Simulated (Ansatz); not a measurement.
Consider the ligand exchange at the In–Cl bond: `[CH3][InH][Cl]` + CH₃OH → `C[O][InH][CH3]` + HCl.

Gas-phase electronic energies from Ansatz, PBE0-D4/def2-TZVP geometries. CBS: MP2 limit from def2 TZ/QZ plus the TZ coupled-cluster correction, frozen cores. This one scheme is used for every species. DFT in def2-TZVPP. HSE06 is defined as in plane-wave codes. Elements past krypton have def2 core potentials. For In outer-core shells are correlated without core-valence functions, which leaves a few kJ/mol of doubt a bond. Each species was taken in one conformer, which may not be the lowest.

| level | ΔE (kJ/mol) | difference from CCSD(T)/CBS |
| --- | --- | --- |
| BHLYP-D4 | 109.2 | 12.8 |
| ωB97X-V | 100.6 | 4.2 |
| ωB97M-V | 101.9 | 5.5 |
| PBE0 | 107.5 | 11.1 |
| HSE06 | 107.8 | 11.4 |
| BHLYP | 111.8 | 15.4 |
| CCSD/def2-TZVPP | 98.9 | 2.5 |
| MP2/def2-QZVPP | 97.1 | 0.7 |
| HF/CBS(def2) | 123.7 | 27.3 |
| CCSD/CBS(def2) | 100.7 | 4.3 |
| CCSD(T)/CBS | 96.4 | 0 |

Task: What do rigid-rotor, harmonic-oscillator terms from PBE0-D4/def2-TZVP frequencies (298.15 K, 1 bar) make of the CCSD(T)/CBS value? (Best estimate.)

Result: The calculation gave: ΔZPE = -12.2 kJ/mol, ΔH = +86.7 kJ/mol, ΔS = -20 J/(mol·K), ΔG = +92.7 kJ/mol. Modes under 50 cm⁻¹ make the entropy rough.

Largest T1 diagnostic among the species: 0.015.

The D4 term adds −4.0 kJ/mol with B3LYP and −2.3 kJ/mol with PBE0; it sums over pairs of atoms, weighted by their polarisabilities, and B3LYP, whose exchange is more repulsive, gets the larger term. From BLYP to BHLYP (50 % exact exchange), in def2-TZVPP and without D4, ΔE moves by +16.8 kJ/mol.

B3LYP here is the variant with VWN-RPA as its local correlation; programs differ in this.
